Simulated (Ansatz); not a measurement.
Geometry optimisation, RKS r2SCAN/cc-pVDZ in Ansatz 0.2.0.

Input:

```yaml
crystal:
  periodic: [false, false, false]
  atoms:
    - { symbol: B, position_ang: [-1.6389, 0.64923, 0.15981] }
    - { symbol: S, position_ang: [-0.01596, 1.26029, -0.05895] }
    - { symbol: C, position_ang: [1.04836, -0.23617, 0.24494] }
    - { symbol: O, position_ang: [0.89338, -1.20635, -0.72268] }
    - { symbol: H, position_ang: [-2.5133, 1.40021, -0.01534] }
    - { symbol: H, position_ang: [-1.80199, -0.46586, 0.45983] }
    - { symbol: H, position_ang: [0.51072, -1.91237, -0.1437] }
    - { symbol: H, position_ang: [2.07172, 0.14771, 0.30889] }
    - { symbol: H, position_ang: [1.21025, -0.87732, -1.57317] }
basis:
  gaussian: { orbitals: cc-pVDZ }
hamiltonian:
  xc: r2scan
relax:
  f_tol: 0.02
  max_steps: 50
output:
  orbitals: {}
```

Command:

```bash
$ ansatz run input.yaml --threads 2 --pin off --max-ram 3072MiB --backend cpu --events-out ev --progress --plain --runs-dir out
```

Question: Where does it end, and by what steps?

Answer: It converged. After 27 steps the energy has fallen by 1.678 eV; H9 moved furthest, 0.79 Å. Parted: C3–O4 (1.38 → 2.04 Å).

```json
{"step": "0", "energy less start (eV)": "0.0000", "largest force component (eV/Å)": "4.547", "accepted": "yes"}
{"step": "1", "energy less start (eV)": "-0.6566", "largest force component (eV/Å)": "2.063", "accepted": "yes"}
{"step": "2", "energy less start (eV)": "-1.1141", "largest force component (eV/Å)": "1.893", "accepted": "yes"}
{"step": "3", "energy less start (eV)": "-1.3297", "largest force component (eV/Å)": "2.456", "accepted": "yes"}
{"step": "4", "energy less start (eV)": "-1.5128", "largest force component (eV/Å)": "1.499", "accepted": "yes"}
{"step": "5", "energy less start (eV)": "-1.5160", "largest force component (eV/Å)": "0.677", "accepted": "yes"}
{"step": "6", "energy less start (eV)": "-1.5679", "largest force component (eV/Å)": "0.364", "accepted": "yes"}
{"step": "7", "energy less start (eV)": "-1.6195", "largest force component (eV/Å)": "0.193", "accepted": "yes"}
{"step": "8", "energy less start (eV)": "-1.6281", "largest force component (eV/Å)": "0.115", "accepted": "yes"}
{"step": "9", "energy less start (eV)": "-1.6319", "largest force component (eV/Å)": "0.266", "accepted": "yes"}
{"step": "10", "energy less start (eV)": "-1.6393", "largest force component (eV/Å)": "0.167", "accepted": "yes"}
{"step": "11", "energy less start (eV)": "-1.6362", "largest force component (eV/Å)": "0.432", "accepted": "no"}
{"step": "12", "energy less start (eV)": "-1.6505", "largest force component (eV/Å)": "0.147", "accepted": "yes"}
{"step": "13", "energy less start (eV)": "-1.6595", "largest force component (eV/Å)": "0.167", "accepted": "yes"}
{"step": "14", "energy less start (eV)": "-1.6649", "largest force component (eV/Å)": "0.239", "accepted": "yes"}
{"step": "15", "energy less start (eV)": "-1.6689", "largest force component (eV/Å)": "0.209", "accepted": "yes"}
{"step": "16", "energy less start (eV)": "-1.6664", "largest force component (eV/Å)": "0.131", "accepted": "no"}
{"step": "17", "energy less start (eV)": "-1.6731", "largest force component (eV/Å)": "0.072", "accepted": "yes"}
{"step": "18", "energy less start (eV)": "-1.6745", "largest force component (eV/Å)": "0.151", "accepted": "yes"}
{"step": "19", "energy less start (eV)": "-1.6756", "largest force component (eV/Å)": "0.099", "accepted": "yes"}
{"step": "20", "energy less start (eV)": "-1.6761", "largest force component (eV/Å)": "0.174", "accepted": "yes"}
{"step": "21", "energy less start (eV)": "-1.6762", "largest force component (eV/Å)": "0.208", "accepted": "yes"}
{"step": "22", "energy less start (eV)": "-1.6364", "largest force component (eV/Å)": "1.269", "accepted": "no"}
{"step": "23", "energy less start (eV)": "-1.6724", "largest force component (eV/Å)": "0.251", "accepted": "no"}
{"step": "24", "energy less start (eV)": "-1.6779", "largest force component (eV/Å)": "0.055", "accepted": "yes"}
{"step": "25", "energy less start (eV)": "-1.6781", "largest force component (eV/Å)": "0.082", "accepted": "yes"}
{"step": "26", "energy less start (eV)": "-1.6783", "largest force component (eV/Å)": "0.024", "accepted": "yes"}
{"step": "27", "energy less start (eV)": "-1.6783", "largest force component (eV/Å)": "0.014", "accepted": "yes"}
```

```xyz
9
Properties=species:S:1:pos:R:3
B -1.673 0.775 0.177
S 0.044 1.218 -0.122
C 0.921 -0.177 0.588
O 1.326 -1.311 -1.065
H -2.511 1.580 -0.139
H -1.925 -0.295 0.666
H 1.134 -2.063 -0.478
H 1.974 0.200 0.547
H 0.474 -1.169 -1.514
```

The run took 24 s on 2 threads of AMD EPYC 9R45 96-Core Processor (Zen 5), on a shared host, peak memory 0.18 GiB.
